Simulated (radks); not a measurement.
Dynamic dipole polarisability and lines of the fluorine ion F5+, [He] 2s2. All-electron calculation, non-relativistic Kohn-Sham, exchange-only LDA, spin-polarised, spherical densities, point nucleus. Program: a radial shooting solver on a logarithmic mesh with Libxc functionals. Time-dependent linear response with the Hartree and adiabatic exchange-only LDA kernel, continuum included through the Sternheimer equations. Lines are the poles of the dipole polarisability below minus the highest occupied eigenvalue, found on a grid refined at the orbital gaps; the lowest seven at most are given, and weak or close lines can be missed. The first line takes the name of the lowest orbital gap if no other gap lies below it; otherwise a line is named after a gap within 0.6 % of it, if that gap stands alone.

| photon energy (eV) | alpha (bohr^3) |
|---|---|
| 0 | 0.7387 |
| 2.324 | 0.7468 |
| 11.621 | 1.025 |
| 20.918 | 17.82 |
| 30.215 | -0.6019 |
| 39.512 | -0.2043 |
| 48.809 | -0.07892 |
| 58.106 | -0.01355 |
| 67.403 | 0.03558 |
| 76.700 | 0.09340 |
| 85.997 | 0.2349 |
| 95.294 | -1.090 |
| 104.59 | -0.1135 |
| 113.89 | 0.07797 |
| 123.18 | -0.03097 |
| 132.48 | -0.07108 |

Lines (eV, oscillator strength): 21.328 (58.13 nm, 2s-2p), f = 0.415; 93.713 (13.23 nm, 2s-3p), f = 0.445; 116.71 (10.62 nm, 2s-4p), f = 0.118; 126.22 (9.823 nm, 2s-5p), f = 0.0503; 131.15 (9.454 nm, 2s-6p), f = 0.0264. Higher lines, where found, are left out when the end of the mesh affects them. Those listed give 98 % of the static polarisability (sum of f/w^2). Orbital energy gaps for comparison: 2s-2p 15.243 eV; 2s-3p 94.150 eV; 2s-4p 116.82 eV; 2s-5p 126.28 eV; 2s-6p 131.18 eV. At laser wavelengths: 1550 nm 0.7396, 1064 nm 0.7407, 780 nm 0.7425, 532 nm 0.7469, 355 nm 0.7573, 266 nm 0.7727, 193 nm 0.8063 bohr^3.
